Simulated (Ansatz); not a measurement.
Basis sets compared for Ta2O2⁺ (the lowest doublet isomer of a short search). The state is a doublet with charge 1. Geometry PBE0-D4/def2-TZVP. Ansatz on 4 threads of AMD EPYC 7B13 on a shared host; times are rough, and most runs start from earlier orbitals.

```xyz
4

Ta    0.572   -0.626   -0.884
Ta   -0.652    0.050    1.036
O     1.199    0.319    0.651
O    -1.118    0.258   -0.803
```

In the def2 sets Ta takes a core potential; there is no spin–orbit coupling. At PBE0-D4/def2-SVP, PBE0-D4/def2-TZVP the charge 1 doublet is spin-contaminated (final ⟨S²⟩ up to 0.88, 0.75 for a pure state). The structure comes from a short search, and lower isomers may exist.

| level | functions | energy (Eh) | HOMO (eV) | LUMO (eV) | wall time |
| --- | --- | --- | --- | --- | --- |
| PBE-D4/def2-SVP | 92 | -264.0464 | -9.08 | -8.18 | 1.4 s |
| PBE0-D4/def2-SVP | 92 | -263.9194 | -10.04 | -7.21 | 1.8 s |

(1) Estimate the rows for PBE-D4/def2-TZVP (with forces), PBE0-D4/def2-TZVP.

## Answers

(1) 
```tsv
level	functions	energy (Eh)	HOMO (eV)	LUMO (eV)	wall time
PBE-D4/def2-TZVP (with forces)	142	-264.2472	-9.08	-8.28	2.3 s
PBE0-D4/def2-TZVP	142	-264.1251	-10.01	-7.29	3 s
```
